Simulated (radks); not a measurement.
The numbers below are computed, except where a source is named.
Spherical quantum dot in the effective-mass picture: electrons in a parabolic well V = omega^2 r^2 / 2 with omega = 0.0802, all in effective atomic units (hartree* = m*/eps^2 hartree, bohr* = eps/m* bohr), one dielectric constant everywhere. Level of theory: non-relativistic Kohn-Sham, LDA (Slater exchange, Perdew-Wang correlation), spin-polarised, spherical densities (a radial shooting solver with Libxc functionals). Levels are named by radial order and angular momentum (1s, 1p, 1d, 2s, ...), and open shells are averaged over m. Results are scaled to m* = 0.058 and eps = 7.6, for which hartree* = 27.32 meV and bohr* = 6.934 nm.

N = 6, configuration 1s2 1p(up 3, down 1). This is the lowest configuration that the search found (a dilute case). Occupied and some empty levels:

level,occupation,eigenvalue (meV),<r> (nm)
1s up,1,22.189,45.26
1s down,1,22.499,45.32
1p up,3,23.017,52.29
1p down,1,23.326,52.86
1d up,0,24.117,57.77
1d down,0,24.402,58.49
2s up,0,24.833,48.18
2s down,0,25.031,48.36
1f up,0,25.411,62.47
1f down,0,25.665,63.23

Energy (meV): total 81.0968, kinetic 7.2685, external 30.027, Hartree 61.197, exchange-correlation -17.396.

Electron density:

r (nm),n(r) (e/nm^3)
7.35,3.616e-06
15.2,4.334e-06
23.1,5.288e-06
31.0,6.070e-06
38.9,6.222e-06
46.8,5.466e-06
54.7,3.965e-06
62.6,2.299e-06
70.4,1.045e-06
78.4,3.663e-07
86.3,9.938e-08
94.2,2.099e-08
102,3.543e-09
